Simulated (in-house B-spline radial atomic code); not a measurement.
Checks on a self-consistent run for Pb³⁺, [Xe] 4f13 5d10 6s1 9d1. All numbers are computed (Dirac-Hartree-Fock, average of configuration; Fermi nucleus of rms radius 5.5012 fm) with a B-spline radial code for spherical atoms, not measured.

```csv
orbital,q,ε (Eh),<1/r>,<r²>,small-component weight
1s1/2,2,-3258.06425,101.241,0.000357428,0.097815
2s1/2,2,-590.11410,25.0488,0.00536202,0.022583
2p1/2,2,-565.70464,24.959,0.00378532,0.022633
2p3/2,4,-485.12732,19.9534,0.00496361,0.019921
3s1/2,2,-146.05695,9.19899,0.0346604,0.0076172
3p1/2,2,-135.10133,9.0962,0.0315816,0.0075474
3p3/2,4,-116.89307,7.79357,0.0378614,0.0067719
3d3/2,4,-99.09971,7.67355,0.0289705,0.0066272
3d5/2,6,-95.26175,7.38304,0.0306741,0.0064178
4s1/2,2,-36.16341,3.90019,0.165576,0.0026117
4p1/2,2,-31.38059,3.78963,0.168143,0.0025164
4p3/2,4,-26.83140,3.3595,0.197404,0.0022446
4d3/2,4,-19.03128,3.16168,0.204639,0.0020395
4d5/2,6,-18.16919,3.06098,0.214836,0.0019634
5s1/2,2,-7.94512,1.60936,0.81444,0.00068661
5p1/2,2,-6.21279,1.49597,0.925245,0.00060934
5p3/2,4,-5.32525,1.34373,1.09564,0.00052542
4f5/2,5.5714,-8.07388,2.73029,0.232314,0.0016055
4f7/2,7.4286,-7.87839,2.69244,0.238271,0.0015748
5d3/2,4,-2.77140,1.10042,1.60568,0.00036734
5d5/2,6,-2.65600,1.06149,1.70826,0.00034508
6s1/2,1,-1.89491,0.642078,4.51868,0.00014147
9d3/2,0.4,-0.19393,0.0929759,245.853,7.8006e-06
9d5/2,0.6,-0.19250,0.0922053,249.694,7.7259e-06
```

Electron-electron repulsion V_ee = 7529.7043 hartree.

Question: What total energy follows from the eigenvalues?

Answer: The eigenvalues count the repulsion twice, so E = Σqε - V_ee = -13375.922 - 7529.704 = -20905.626 hartree; the run printed -20905.626.

Question: Does the Dirac virial theorem hold?

Answer: For a point nucleus E = -2c²Σq·w, with w the small-component weight. Here Σq·w = 0.55638 and c = 137.0360, so the ratio E/(-2c²Σq·w) is 1.000447; the finite nucleus accounts for the departure from 1.

Question: What diamagnetic shielding (Lamb formula) and susceptibility (Langevin formula) do the radii give?

Answer: σ = (α²/3)Σq<1/r> = 643.202/(3·137.036²) = 11417 ppm, and χ = -0.79199×10⁻⁶·Σq<r²> = -225.3×10⁻⁶ cm³/mol with Σq<r²> = 284.46 bohr². Both are non-relativistic formulas without the paramagnetism of open shells; for so heavy an element the full relativistic shielding is larger by tens of per cent.
